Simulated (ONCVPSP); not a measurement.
potassium: one change to an ONCV potential, before and after

```
Element                 : K
Generator               : ONCVPSP 4.0.1
Type                    : optimised norm-conserving Vanderbilt (ONCV)
Functional              : PBEsol
Relativity              : scalar-relativistic
Frozen core             : [Ne]
Valence charge          : 9
Reference configuration : 3s2 3p6 4s1
Partial waves           : 3s+4s: rc 1.70 bohr, ncon 4, nbas 9, qcut 7 1/bohr, 2 projectors; 3p: rc 1.60 bohr, ncon 4, nbas 7, qcut 9.5 1/bohr, 2 projectors, debl 2.1 Ha; d scattering state at 0.41 Ha: rc 1.40 bohr, ncon 4, nbas 7, qcut 6.3 1/bohr, local
Local potential         : the d channel
Core correction         : polynomial model core, fcfact 0.45
```

All-electron outer shells of the reference configuration (PBEsol, scalar-relativistic, ld1.x):

| shell | level (eV) | outermost node (bohr) | outermost maximum (bohr) |
| --- | --- | --- | --- |
| 2p | -279.90 | – | 0.26 |
| 3s | -35.27 | 0.48 | 1.08 |
| 3p | -18.80 | 0.45 | 1.15 |
| 4s | -2.30 | 1.59 | 4.23 |

Change: s: qcut 8; p: qcut 10.8; d: qcut 7.2.

Cutoffs: the cutoffs (Ha) at which the residual kinetic energy of the hardest occupied pseudo-wave falls to 1 and 0.1 mHa per electron; they do not see the model core or the augmentation charge, which bear on the density cutoff. Errors are all-electron minus pseudo energies relative to the spin-unpolarised reference configuration.

Problem. Predict the effect on cutoff, ghosts and configuration errors.

Solution. The potential gets harder (16 Ha and 25 Ha → 24 Ha and 34 Ha); both files keep a bound ghost (s); the errors of the 4 common tests hardly move.

| quantity | base | changed |
| --- | --- | --- |
| cutoff, loose | 16 Ha | 24 Ha |
| cutoff, tight | 25 Ha | 34 Ha |
| loose cutoff by channel | s 16 Ha, p 12 Ha | s 19 Ha, p 24 Ha |
| bound ghosts | s | s |
| GHOST(+) flags under 300 eV | p at 176.4 eV | p at 182.8 eV |
| error for 3s2 3p6 4s0, meV [ΔE 4.22 eV] | -0.1 | -0.1 |
| error for 3s2 3p6 4s0.5, meV [ΔE 1.62 eV] | 0.0 | 0.0 |
| error for 3s2 3p6 4s0 4p1, meV [ΔE 1.52 eV] | +0.1 | +0.1 |
| error for 3s2 3p5 4s1, meV [ΔE 24.90 eV] | +3.8 | +3.8 |
| s: phases at 1.73 bohr within 0.05 rad from the reference energy up to (Ha; the scan ends near 5) | to the end of the scan | to the end of the scan |
| p: phases at 1.63 bohr within 0.05 rad from the reference energy up to (Ha; the scan ends near 5) | 3.3 | 3.4 |
| d: phases at 1.42 bohr within 0.05 rad from the reference energy up to (Ha; the scan ends near 5) | 2.7 | 2.9 |
| rms error of d²Exc/dni dnj with the model core, mHa | 0.43 | 0.31 |

Base: The cutoffs count occupied waves only; projector 1 of the d channel, the hardest unoccupied one, needs 65 Ha at the loose tolerance. A true bound ghost makes a file unfit for plane-wave use even where its test errors are small: the radial tests pick states by their node count and pass the ghost by.
